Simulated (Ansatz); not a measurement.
Basis sets compared for cyclo-(H2GeO)2 (Ge2O2H4). Charge 0, multiplicity 1. Geometry PBE-D4/def2-SVP. Ansatz on 4 threads of Intel Xeon 6975P-C on a shared host; times are rough, and most runs start from earlier orbitals.

```xyz
8

Ge    0.178   -1.266    0.279
H    -0.862   -2.366   -0.065
H     1.449   -1.811    0.985
O     0.560   -0.173   -1.141
Ge   -0.178    1.266   -0.279
H    -1.449    1.810   -0.985
H     0.862    2.367    0.065
O    -0.560    0.173    1.141
```

The 6-31G sets use Cartesian d functions. B3LYP takes the VWN-RPA correlation.

Binding counts from free atoms (Ge triplet, H doublet, O triplet) in the same basis, without a counterpoise term.

```json
{"level": "HF/STO-3G", "functions": "50", "energy (Eh)": "-4253.5675", "HOMO (eV)": "-7.70", "LUMO (eV)": "8.64", "binding per atom (eV)": "2.79", "wall time": "0.15 s"}
{"level": "HF/6-31G", "functions": "84", "energy (Eh)": "-4302.0737", "HOMO (eV)": "-11.79", "LUMO (eV)": "2.31", "binding per atom (eV)": "1.84", "wall time": "0.35 s"}
{"level": "PBE-D4/def2-SVP", "functions": "112", "energy (Eh)": "-4305.4783", "HOMO (eV)": "-6.56", "LUMO (eV)": "-1.56", "binding per atom (eV)": "3.31", "wall time": "0.5 s"}
{"level": "B3LYP-D4/6-31G", "functions": "84", "energy (Eh)": "-4306.2447", "HOMO (eV)": "-7.79", "LUMO (eV)": "-1.10", "binding per atom (eV)": "3.04", "wall time": "0.65 s"}
{"level": "PBE0-D4/def2-SVP", "functions": "112", "energy (Eh)": "-4305.5832", "HOMO (eV)": "-8.08", "LUMO (eV)": "-0.68", "binding per atom (eV)": "3.20", "wall time": "0.8 s"}
```

Estimate the rows for PBE-D4/def2-TZVP (with forces), B3LYP-D4/def2-TZVP, PBE0-D4/def2-TZVP.


```tsv
level	functions	energy (Eh)	HOMO (eV)	LUMO (eV)	binding per atom (eV)	wall time
PBE-D4/def2-TZVP (with forces)	182	-4306.1968	-6.68	-1.78	3.32	1 s
B3LYP-D4/def2-TZVP	182	-4307.0844	-7.92	-1.16	3.24	1.2 s
PBE0-D4/def2-TZVP	182	-4306.3000	-8.14	-0.90	3.23	1.3 s
```
